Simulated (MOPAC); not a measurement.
MOPAC input (MNDO):

```
MNDO PRECISE GNORM=0.05 LET XYZ CHARGE=-1 GEO-OK AUX(PRECISION=9) THREADS=1
C3H10GeN

C    -2.35169400 1   -0.24311200 1    0.69005600 1
C    -1.40852900 1    0.91977500 1    0.39685400 1
N    -0.02198100 1    0.59404700 1    0.63013300 1
C     0.76982900 1    1.79612700 1    0.68922900 1
Ge    0.71400400 1   -0.82300200 1   -0.56886800 1
H    -2.10988400 1   -1.09747700 1    0.05610900 1
H    -3.39441600 1    0.04530800 1    0.51628200 1
H    -2.24077800 1   -0.56120600 1    1.72997000 1
H    -1.59903700 1    1.27985500 1   -0.63958700 1
H    -1.69075000 1    1.76553900 1    1.04889100 1
H     1.80596000 1    1.54746100 1    0.92304000 1
H     0.78481900 1    2.36660800 1   -0.26325800 1
H     0.39335300 1    2.48548200 1    1.46998500 1
H     1.10178000 1    0.21890000 1   -1.77969100 1
H     2.19707400 1   -0.70946100 1    0.07427200 1
```

Output:

```
 *******************************************************************************
 **                                                                           **
 **                              MOPAC v23.2.5                                **
 **                                                                           **
 *******************************************************************************
 ** MOPAC's Digital Object Identifier: https://doi.org/10.5281/zenodo.6511958 **
 **                                                                           **
 ** Please cite the open-source release paper for use of this MOPAC version:  **
 ** J. E. Moussa and J. J. P. Stewart (2026)                                  **
 ** MOPAC: An open-source semiempirical molecular orbital program             **
 ** J. Open Source Softw., 11(119), 8025, https://doi.org/10.21105/joss.08025 **
 *******************************************************************************

                              MNDO CALCULATION RESULTS

 *******************************************************************************
 *  MNDO       - The MNDO Hamiltonian to be used
 *  GEO-OK     - OVERRIDE INTERATOMIC DISTANCE AND OTHER SAFETY CHECKS
 *
 *
 *
 *                 CHARGE ON SYSTEM = -1
 *
 *
 *
 *  LET        - OVERRIDE SOME SAFETY CHECKS
 *  PRECISE    - TIGHTER CRITERIA TO BE USED
 *  XYZ        - CARTESIAN COORDINATE SYSTEM TO BE USED
 *  GNORM      - EXIT WHEN GRADIENT NORM DROPS BELOW 0.050
 *  AUX        - OUTPUT AUXILIARY INFORMATION
 *******************************************************************************
MNDO PRECISE GNORM=0.05 LET XYZ CHARGE=-1 GEO-OK AUX(PRECISION=9) THREADS=1
 C3H10GeN

   ATOM   CHEMICAL          X               Y               Z
  NUMBER   SYMBOL      (ANGSTROMS)     (ANGSTROMS)     (ANGSTROMS)

     1       C         -2.35169400  *  -0.24311200  *   0.69005600  *
     2       C         -1.40852900  *   0.91977500  *   0.39685400  *
     3       N         -0.02198100  *   0.59404700  *   0.63013300  *
     4       C          0.76982900  *   1.79612700  *   0.68922900  *
     5      Ge          0.71400400  *  -0.82300200  *  -0.56886800  *
     6       H         -2.10988400  *  -1.09747700  *   0.05610900  *
     7       H         -3.39441600  *   0.04530800  *   0.51628200  *
     8       H         -2.24077800  *  -0.56120600  *   1.72997000  *
     9       H         -1.59903700  *   1.27985500  *  -0.63958700  *
    10       H         -1.69075000  *   1.76553900  *   1.04889100  *
    11       H          1.80596000  *   1.54746100  *   0.92304000  *
    12       H          0.78481900  *   2.36660800  *  -0.26325800  *
    13       H          0.39335300  *   2.48548200  *   1.46998500  *
    14       H          1.10178000  *   0.21890000  *  -1.77969100  *
    15       H          2.19707400  *  -0.70946100  *   0.07427200  *

          CARTESIAN COORDINATES

    NO.       ATOM           X           Y           Z

     1         C         -2.3517     -0.2431      0.6901
     2         C         -1.4085      0.9198      0.3969
     3         N         -0.0220      0.5940      0.6301
[...]
            H     9    H    13     3.67997

          SCF CALCULATIONS        =        133

   ATOM   CHEMICAL          X               Y               Z
  NUMBER   SYMBOL      (ANGSTROMS)     (ANGSTROMS)     (ANGSTROMS)

     1       C         -2.32867437  *   0.07284924  *   1.14136153  *
     2       C         -1.50316982  *   0.78895165  *   0.04795566  *
     3       N         -0.07817880  *   0.65260026  *   0.15760107  *
     4       C          0.60220910  *   1.57996908  *   1.00453650  *
     5      Ge          0.88598269  *  -0.72103753  *  -0.85797220  *
     6       H         -2.08959404  *  -1.00699169  *   1.20761906  *
     7       H         -3.41522190  *   0.15671644  *   0.91678338  *
     8       H         -2.17506377  *   0.51521800  *   2.14702445  *
     9       H         -1.84109254  *   0.38511129  *  -0.94297030  *
    10       H         -1.83499103  *   1.86714733  *   0.04298383  *
    11       H          1.70583595  *   1.42048650  *   0.97231976  *
    12       H          0.43182177  *   2.65870190  *   0.72944016  *
    13       H          0.30888358  *   1.51356224  *   2.08967155  *
    14       H          1.96552281  *   0.14900708  *  -1.50876654  *
    15       H          1.76789622  *  -1.29446821  *   0.25494306  *

                             CARTESIAN COORDINATES

   1    C       -2.328674367     0.072849245     1.141361533
   2    C       -1.503169824     0.788951650     0.047955661
   3    N       -0.078178802     0.652600264     0.157601072
   4    C        0.602209100     1.579969075     1.004536503
   5   Ge        0.885982687    -0.721037532    -0.857972196
   6    H       -2.089594038    -1.006991685     1.207619063
   7    H       -3.415221902     0.156716437     0.916783379
   8    H       -2.175063768     0.515218004     2.147024446
   9    H       -1.841092538     0.385111288    -0.942970302
  10    H       -1.834991029     1.867147333     0.042983830
  11    H        1.705835954     1.420486496     0.972319761
  12    H        0.431821770     2.658701897     0.729440159
  13    H        0.308883581     1.513562242     2.089671553
  14    H        1.965522812     0.149007077    -1.508766540
  15    H        1.767896216    -1.294468206     0.254943062

           Empirical Formula: C3 H10 N Ge  =    15 atoms

      MOLECULAR POINT GROUP   :   C1

                  EIGENVALUES
 -33.81321 -28.17412 -22.33729 -17.68753 -11.97361 -11.61276 -10.50408 -10.11231
  -9.78778  -8.98369  -8.34837  -8.06999  -6.77840  -5.41402  -4.03061  -0.92437
   7.50089   7.60583   7.90970   8.23017   8.32412   8.44329   8.53779   8.72280
   9.23704   9.29422   9.52281   9.55682  10.87439  11.96020

              NET ATOMIC CHARGES AND DIPOLE CONTRIBUTIONS

  ATOM NO.   TYPE          CHARGE      No. of ELECS.   s-Pop       p-Pop
    1          C           0.006300        3.9937     1.22967     2.76403
    2          C           0.203094        3.7969     1.20249     2.59442
    3          N          -0.701828        5.7018     1.59892     4.10290
    4          C           0.248901        3.7511     1.20412     2.54698
    5         Ge           0.685025        3.3150     1.40207     1.91290
    6          H          -0.005893        1.0059     1.00589
    7          H          -0.049618        1.0496     1.04962
    8          H          -0.029186        1.0292     1.02919
    9          H          -0.024710        1.0247     1.02471
   10          H          -0.068901        1.0689     1.06890
   11          H          -0.031520        1.0315     1.03152
   12          H          -0.092661        1.0927     1.09266
   13          H          -0.094454        1.0945     1.09445
   14          H          -0.522507        1.5225     1.52251
   15          H          -0.522042        1.5220     1.52204
 DIPOLE           X         Y         Z       TOTAL
 POINT-CHG.    -4.895    -2.139    -1.806     5.639
 HYBRID         2.078     3.199     2.992     4.848
 SUM           -2.818     1.059     1.186     3.236

          ATOMIC ORBITAL ELECTRON POPULATIONS

     Atom    s        px        py        pz
    1  C   1.22967   0.89618   0.93129   0.93656
    2  C   1.20249   0.85541   0.85612   0.88289
    3  N   1.59892   1.06305   1.46428   1.57558
    4  C   1.20412   0.87284   0.83671   0.83743
    5 Ge   1.40207   0.66005   0.63165   0.62120
    6  H   1.00589
    7  H   1.04962
    8  H   1.02919
    9  H   1.02471
   10  H   1.06890
   11  H   1.03152
   12  H   1.09266
   13  H   1.09445
   14  H   1.52251
   15  H   1.52204

 **********************
 *                    *
 * JOB ENDED NORMALLY *
 *                    *
 **********************

 == MOPAC DONE ==
```

The dipole moment of an ion depends on the origin.

The geometry given is a B3LYP-D3(BJ)/def2-TZVP minimum.
